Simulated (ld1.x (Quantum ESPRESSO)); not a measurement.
**An all-electron radial function and its pseudo partner (helium)**

Columns: radius, all-electron u(r) and pseudo u(r) of the 1s shell (level -15.76 eV) of helium in the configuration 1s2; PBE, scalar-relativistic, ultrasoft scheme, ld1.x (Quantum ESPRESSO) 7.5.

| r (bohr) | all-electron | pseudo |
| --- | --- | --- |
| 0.042 | 0.1857 | 0.1154 |
| 0.085 | 0.3448 | 0.2313 |
| 0.128 | 0.4766 | 0.3425 |
| 0.170 | 0.5826 | 0.4447 |
| 0.212 | 0.6692 | 0.5387 |
| 0.255 | 0.7406 | 0.6251 |
| 0.298 | 0.7970 | 0.7005 |
| 0.340 | 0.8397 | 0.7630 |
| 0.382 | 0.8719 | 0.8141 |
| 0.425 | 0.8957 | 0.8550 |
| 0.467 | 0.9111 | 0.8843 |
| 0.510 | 0.9202 | 0.9042 |
| 0.552 | 0.9236 | 0.9150 |
| 0.595 | 0.9222 | 0.9185 |
| 0.638 | 0.9167 | 0.9157 |
| 0.680 | 0.9080 | 0.9081 |
| 0.722 | 0.8967 | 0.8969 |
| 0.765 | 0.8827 | 0.8828 |
| 0.807 | 0.8671 | 0.8671 |
| 0.850 | 0.8496 | 0.8496 |
| 0.892 | 0.8313 | 0.8313 |
| 0.935 | 0.8116 | 0.8116 |
| 0.977 | 0.7916 | 0.7916 |
| 1.020 | 0.7705 | 0.7705 |
| 1.062 | 0.7496 | 0.7496 |
| 1.105 | 0.7280 | 0.7280 |

(1) How many radial nodes do the two functions have?

(2) At about which radius was the pseudo-wave matched?

(3) Is the pseudo-wave norm-conserving?

## Answers

(1) The all-electron 1s function has n − l − 1 = 0; the pseudo-wave has 0.

(2) 0.85 bohr. The columns agree to 0.0005 from 0.68 bohr on; several derivatives are matched, so the curves merge somewhat inside the radius.

(3) No, it belongs to an ultrasoft set: the norm inside the radius is not constrained, and the difference is carried by the augmentation charge.
